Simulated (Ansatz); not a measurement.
# Energy profile

The step: HO₂ ([O][OH]) + SbH₃ → H₂O₂ ([OH][OH]) + SbH₂; bonds formed: H1–O3; bonds broken: H1–Sb2 (atoms numbered as in the saddle structure below).

H1  (0.053, -0.081, 0.004)
Sb2  (0.940, 0.765, 1.306)
O3  (-0.701, -0.766, -1.093)
O4  (-1.726, 0.017, -1.462)
H5  (2.286, 1.050, 0.297)
H6  (1.626, -0.690, 1.879)
H7  (-2.478, -0.295, -0.933)
(Å)

Electronic energies by CCSD(T) at an estimated basis limit (MP2 extrapolated from triple and quadruple zeta, plus CCSD(T) − MP2 in triple zeta), on PBE0-D4/def2-TZVP structures; SbH4O2, doublet; no counterpoise correction; spin–orbit coupling, which lowers free halogen atoms and radicals such as OH and SH, is left out. Ansatz 0.2.0; basis: def2-TZVPP and def2-QZVPP; cores frozen in the correlated methods; orbitals are unrestricted. Filled d shells of the heavier atoms are correlated. Core potentials replace the inner electrons of the atoms past krypton. The def2 sets are not built for correlating such inner shells, so the correlated values are less sure here. Extrapolation: Hartree–Fock as exp(−7.88 √X), correlation as X^−2.97.

(1) Give the profile in eV, counted from the separated reactants. (An estimate is asked for; the value comes from the calculation.)

T1 diagnostic: at most 0.032. ⟨S²⟩ of the unrestricted Hartree–Fock references: 0.76 to 0.80 (a pure state has 0.75). The unrestricted reference is spin-contaminated, which hurts MP2 most.

## Answers

(1) By the calculation:
```csv
point,eV
"separated: SbH3 (H1, Sb2, H5, H6; singlet) + HO2 (linked as [O][OH]; O3, O4, H7; doublet)",0.000
start structure,-0.080
saddle,0.310
end structure,-1.102
"separated: H2O2 (linked as [OH][OH]; H1, O3, O4, H7; singlet) + SbH2 (Sb2, H5, H6; doublet)",-1.007
```

For scale, one of the runs: CCSD(T)/def2-TZVPP, 168 basis functions, launched by `ansatz run in.yaml --threads 4 --pin off --events-out ev --progress --plain --max-ram 9574MiB`. Hardware: 4 CPU threads of a Oxide Virtual Turin-like, shared host. Wall time 2.8 min; peak host memory 4.4 GiB.
